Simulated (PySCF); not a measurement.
Numbering as in the mapped SMILES `[CH3:1][Si:2]1([CH3:3])[SiH2:4][SiH2:5][SiH2:6]1`; H(Xn) means a hydrogen on atom n.

Computational details: GIAO PBE0/pcSseg-1 shieldings, GFN2-xTB geometry, in PySCF (one computed conformer, non-relativistic Hamiltonian, isolated molecule, equivalent nuclei averaged).

References, each an isolated molecule treated in the same way: ¹³C (σref 186.93) and ¹H (σref 31.72) and ²⁹Si (σref 349.16) vs TMS.

| atoms | nucleus | count | Hirshfeld charge | δ (ppm) |
| --- | --- | --- | --- | --- |
| Si5 | ²⁹Si | 1 | 0.14 | -110.9 |
| Si4/Si6 | ²⁹Si | 2 | 0.13 | -89.8 |
| Si2 | ²⁹Si | 1 | 0.24 | -4.0 |
| C1/C3 | ¹³C | 2 | -0.21 | 0.8 |
| H(C1)/H(C3) | ¹H | 6 | 0.04 | ? |
| H(Si4)/H(Si6) | ¹H | 4 | -0.08 | 4.03 |
| H(Si5) | ¹H | 2 | -0.08 | ? |

**Question.** Fill in the missing shifts.

**Answer.** 
- H(Si5): 3.97 ppm, hydrogen on a silicon bonded to 2 Si, in a 4-membered ring
- H(C1)/H(C3): 0.44 ppm, hydrogen on a methyl carbon bonded to Si; an electropositive neighbour shields it, as in TMS itself

Shifts are as computed. Against solution values, carbons near 30 ppm lie about +3 ppm off and those near 130 ppm about +5 ppm. Of 1211 compounds with measured shifts, 218 miss one by over three times the rms of a fit or turn the order of signals round; such compounds aren't used in these exercises.
